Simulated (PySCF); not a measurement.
# Reading the logs of faulty runs: AlB2FH3 cation

Calculated results; nothing here was measured. The program is PySCF 2.14.0, an open-source quantum chemistry code, run on an isolated molecule that a program drew, which may never have been made. The molecule is AlB2FH3 cation (charge +1, singlet), drawn as the SMILES string `B[B+][AlH][F]`.

Each row is a Hartree-Fock (HF) and frozen-core CCSD(T) single point in the cc-pV(D+d)Z basis, meant for a local HF minimum. Run 1 is clean. Each other run has one planted mistake out of seven kinds, and not every kind appears here: one electron removed, one electron added, multiplicity raised by two, geometry at a saddle point, minimal basis STO-3G, one bond length entered in bohr, all coordinates scaled. The reference is restricted for singlets and unrestricted otherwise, and also for a bond in bohr. Adding or removing an electron swaps singlet and doublet. Electrons count all cores. HOMO and LUMO are orbital energies over both spins, the gradient is its largest component, and the lowest frequency (negative if imaginary) is given only where the gradient is small. Bond lengths are over the 6 bonds as drawn. T1 is the CCSD diagnostic: over 0.02 (restricted) or 0.045 (unrestricted) a single reference is doubtful.

Geometry of the clean run:
```xyz
7
AlB2FH3 cation, angstrom
B    -0.1141    2.6923   -1.4917
B     0.0498    1.3212   -0.4479
Al    0.3682   -0.4404    0.8969
F     1.9947   -0.5178    1.0253
H    -0.1874    3.7738   -0.9982
H    -0.1494    2.5076   -2.6678
H    -0.7961   -1.2736    1.4757
```

| run | electrons | basis functions | <S^2> | HOMO (eV) | LUMO (eV) | gradient (hartree/bohr) | lowest frequency (cm^-1) | mean bond (Å) | longest bond (Å) | T1 | HF (hartree) | CCSD(T) (hartree) | mistake |
|---|---|---|---|---|---|---|---|---|---|---|---|---|---|
| 1 | 34 | 80 | 0.000 | -17.23 | -6.21 | 3.1e-05 | 56 | 1.5883 | 2.239 | 0.0154 | -392.18551 | -392.60362 | no fault |
| 2 | 34 | 80 | 0.571 | -13.45 | -6.30 | 2.0e-02 | - | 1.9203 | 4.231 | 0.0819 | -392.08817 | -392.50857 | one bond length entered in bohr |
| 3 | 34 | 80 | 0.000 | -17.74 | -6.60 | 1.5e-01 | - | 1.4438 | 2.035 | 0.0139 | -392.12754 | -392.53915 | all coordinates scaled |
| 4 | 34 | 27 | 0.000 | -14.97 | -2.85 | 3.0e-02 | - | 1.5883 | 2.239 | 0.0194 | -387.28667 | -387.43451 | minimal basis STO-3G |
| 5 | 34 | 80 | 0.000 | -17.22 | -6.50 | 2.1e-05 | -56 | 1.5888 | 2.242 | 0.0153 | -392.18507 | -392.60320 | ? |
| 6 | 35 | 80 | 0.759 | -8.09 | 0.29 | 4.2e-02 | - | 1.5883 | 2.239 | 0.0190 | -392.44578 | -392.88396 | ? |

**Which mistake was planted in run 5, and what did it cost?**

The gradient is small, so the point is stationary, but the lowest frequency is imaginary (-56 cm^-1). So the mistake is: geometry at a saddle point. Subtracting run 1 and multiplying by 627.51 kcal/mol a hartree, the energy moved by 0.3 kcal/mol in HF and 0.3 kcal/mol in CCSD(T).

**Which mistake was planted in run 6, and what did it cost?**

It counts 35 electrons, one more than the clean run, at the same geometry and basis. So the mistake is: one electron added. Subtracting run 1 and multiplying by 627.51 kcal/mol a hartree, the energy moved by -163.3 kcal/mol in HF and -175.9 kcal/mol in CCSD(T).

Cautions from the logs. Run 2: T1 is over the limit, so its CCSD(T) energy is less reliable.
